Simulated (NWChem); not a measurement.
Species: C3H3FOSi; SMILES C#C[Si@@H](F)C=O

```xyz
9

C     -1.2951     2.3973     0.2212
C     -0.5398     1.4651    -0.0457
Si     0.5272     0.0234    -0.3903
F      2.0048     0.2664     0.2811
C     -0.2998    -1.5182     0.4442
O     -1.2051    -2.0975    -0.1278
H     -1.9572     3.2231     0.4506
H      0.6859    -0.2018    -1.8585
H      0.0540    -1.8538     1.4727
```
Atoms are numbered in this order, from 1.

Level: PBE-D3(BJ)/def2-SVP (NWChem), optimised geometry, unscaled harmonic frequencies. 

### Question
List the harmonic frequencies with IR intensities, and the thermochemistry.

### Answer
```tsv
frequency (cm⁻¹)	IR intensity (km/mol)
54	7.4
108	3.5
148	12.7
150	1.6
291	12.2
309	27.9
374	18.0
617	54.0
693	13.4
695	9.8
720	21.6
732	122.5
784	16.2
851	68.5
890	199.1
1329	18.7
1736	102.9
2084	47.6
2218	83.5
2728	159.3
3388	54.8
```

```
Item                                                                               Result
-----------------------------------------------------------------------  ----------------
zero-point energy                                                           29.9 kcal/mol
thermal correction to the enthalpy at 298.15 K (with zero-point energy)     35.2 kcal/mol
heat capacity Cv                                                         24.7 cal/(mol K)
entropy at 298.15 K and 1 atm (symmetry number 1)                        86.9 cal/(mol K)
dipole moment                                                                      1.46 D
```

Rigid rotor and harmonic oscillator; modes under 100 cm⁻¹ make the entropy uncertain.
